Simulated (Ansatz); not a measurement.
Geometry optimisation, RKS PBE0-D4/6-31G* (Ansatz).

The input (input.yaml):

```yaml
crystal:
  periodic: [false, false, false]
  atoms:
    - { symbol: C, position_ang: [-0.7215, -1.3211, 1.8849] }
    - { symbol: Al, position_ang: [0.8317, -0.9329, 0.7489] }
    - { symbol: Cl, position_ang: [2.7827, -1.6757, 1.3694] }
    - { symbol: C, position_ang: [0.7285, 0.125, -0.9456] }
    - { symbol: "N", position_ang: [2.12695, 0.18573, -1.54538] }
    - { symbol: Si, position_ang: [-0.41908, -0.79264, -2.16614] }
    - { symbol: H, position_ang: [-1.633, -0.8175, 1.3967] }
    - { symbol: H, position_ang: [-0.582, -0.8121, 2.8705] }
    - { symbol: H, position_ang: [-0.9184, -2.3534, 2.0145] }
    - { symbol: H, position_ang: [0.37315, 1.07511, -0.74888] }
    - { symbol: H, position_ang: [2.0662, 0.73887, -2.39662] }
    - { symbol: H, position_ang: [2.41953, -0.77973, -1.81486] }
    - { symbol: H, position_ang: [-0.46008, -0.06715, -3.46985] }
    - { symbol: H, position_ang: [-1.75164, -0.882, -1.56577] }
    - { symbol: H, position_ang: [0.08333, -2.1595, -2.40827] }
basis:
  gaussian: { orbitals: "6-31G*" }
hamiltonian:
  xc: pbe0
  dispersion: d4
relax:
  f_tol: 0.015
  max_steps: 40
```

Run as:

```bash
$ ansatz run input.yaml --threads 2 --pin off --max-ram 3072MiB --backend cpu --events-out ev --progress --plain --runs-dir out
```

**Question.** Where does it end, and by what steps?

**Answer.** The forces met the threshold. After 15 steps the energy has fallen by 0.399 eV; Cl3 moved furthest, 0.88 Å.

```
step  energy less start (eV)  largest force component (eV/Å)  accepted
   0                  0.0000                           3.515       yes
   1                 -0.3005                           0.956       yes
   2                 -0.3613                           0.247       yes
   3                 -0.3754                           0.167       yes
   4                 -0.3855                           0.176       yes
   5                 -0.3897                           0.124       yes
   6                 -0.3922                           0.084       yes
   7                 -0.3942                           0.055       yes
   8                 -0.3956                           0.043       yes
   9                 -0.3970                           0.046       yes
  10                 -0.3975                           0.034       yes
  11                 -0.3980                           0.035       yes
  12                 -0.3983                           0.022       yes
  13                 -0.3985                           0.026       yes
  14                 -0.3986                           0.019       yes
  15                 -0.3986                           0.014       yes
```

```xyz
15
Properties=species:S:1:pos:R:3
C -0.661 -1.103 2.065
Al 0.694 -1.037 0.669
Cl 2.404 -2.282 0.858
C 0.646 0.006 -0.993
N 2.010 0.393 -1.405
Si -0.326 -0.901 -2.339
H -1.544 -0.502 1.820
H -0.259 -0.736 3.018
H -0.990 -2.135 2.240
H 0.084 0.914 -0.724
H 2.006 0.826 -2.327
H 2.607 -0.426 -1.472
H -0.340 -0.102 -3.602
H -1.740 -1.182 -1.936
H 0.334 -2.203 -2.650
```

Run time: 51 s on 2 threads of Intel(R) Xeon(R) 6975P-C (Granite Rapids), on a shared host, peak memory 0.34 GiB.
